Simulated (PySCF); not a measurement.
A calculated (TPSS, PySCF 2.14, pcseg-2, no relativity, point nucleus) atom or ion has these occupied shells.

```csv
shell,electrons,orbital energy (eV),"rms radius, mean of both spins (bohr)"
1s α,1,-5340.8,0.0776
1s β,1,-5340.8,0.0776
2s α,1,-600.29,0.338
2s β,1,-599.19,0.338
2p α,3,-505.49,0.305
2p β,3,-504.60,0.305
3s α,1,-74.655,1.03
3s β,1,-71.329,1.03
3p α,3,-49.111,1.12
3p β,3,-45.725,1.12
3d α,4,-10.690,1.83
```

(1) Name the element and its charge.

Results:

(1) V⁺ (vanadium, charge +1), in [Ar] 3d4, high-spin 5D determinant.
